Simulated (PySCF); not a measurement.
OSn, charge -1, doublet, geometry from GFN2-xTB (such geometries of metal compounds can be far from the true shape) (a state made from the parent by changing its charge; the spin is typed, not shown lowest) (core potentials on Sn) (in this run its highest filled SCF level lies above zero, so its values depend strongly on the basis, on diffuse functions most of all); PBE/def2-TZVP (PySCF).

The PySCF input:
```python
from pyscf import gto, scf, dft

mol = gto.Mole()
mol.atom = '''
    Sn   -0.000000   -0.000000   -0.266800
    O     0.000000    0.000000    1.667501
'''
mol.basis = 'def2-tzvp'
mol.ecp = {'Sn': 'def2-tzvp'}
mol.charge = -1
mol.spin = 1
mol.verbose = 3
mol.build()

mf = dft.UKS(mol)
mf.xc = 'pbe'
mf.grids.level = 4
mf.kernel()
mf.analyze()
```

It wrote (shortened):

```
converged SCF energy = -289.497295737554  <S^2> = 0.75232233  2S+1 = 2.002321
**** MO energy ****
                             alpha | beta                alpha | beta
MO #1   energy= -18.4879691385599  | -18.483340437167   occ= 1 | 1
MO #2   energy= -4.66239414146863  | -4.66171942558709  occ= 1 | 1
MO #3   energy= -3.04854528132732  | -3.04839881302644  occ= 1 | 1
MO #4   energy= -3.04177071147228  | -3.03999541162483  occ= 1 | 1
MO #5   energy= -3.03659329278449  | -3.03638274851189  occ= 1 | 1
MO #6   energy= -0.715595581394422 | -0.71499733535821  occ= 1 | 1
MO #7   energy= -0.708865871029682 | -0.706250074230647 occ= 1 | 1
MO #8   energy= -0.70746199940368  | -0.704332441105691 occ= 1 | 1
MO #9   energy= -0.704474214759073 | -0.704291469999579 occ= 1 | 1
MO #10  energy= -0.698810909467562 | -0.696606079181314 occ= 1 | 1
MO #11  energy= -0.54424056360271  | -0.534966641707857 occ= 1 | 1
MO #12  energy= -0.168640133172488 | -0.156538064563311 occ= 1 | 1
MO #13  energy= -0.019262458469628 | -0.0158552647960886 occ= 1 | 1
MO #14  energy= -0.0189977963472084 | -0.0123082769728569 occ= 1 | 1
MO #15  energy= -0.0187851470160757 | 0.00120620733388666 occ= 1 | 1
MO #16  energy= 0.0819958941001018 | 0.0946336329770787 occ= 1 | 0
MO #17  energy= 0.0863738663650052 | 0.114380423659028  occ= 0 | 0
MO #18  energy= 0.154623534012703  | 0.161954505915709  occ= 0 | 0
MO #19  energy= 0.242583891021434  | 0.251858155501553  occ= 0 | 0
MO #20  energy= 0.244772417147801  | 0.264890367844206  occ= 0 | 0
MO #21  energy= 0.287132551897091  | 0.297961405784825  occ= 0 | 0
MO #22  energy= 0.332663788562032  | 0.354672707313357  occ= 0 | 0
MO #23  energy= 0.335854639573418  | 0.358067631428372  occ= 0 | 0
MO #24  energy= 0.350012256222061  | 0.35915324751345   occ= 0 | 0

WARN: System has nonzero charge -1; the dipole moment is origin-dependent.
Location of origin: [0. 0. 0.]

Dipole moment(X, Y, Z, Debye):  0.00000,  0.00000, -3.17811
```
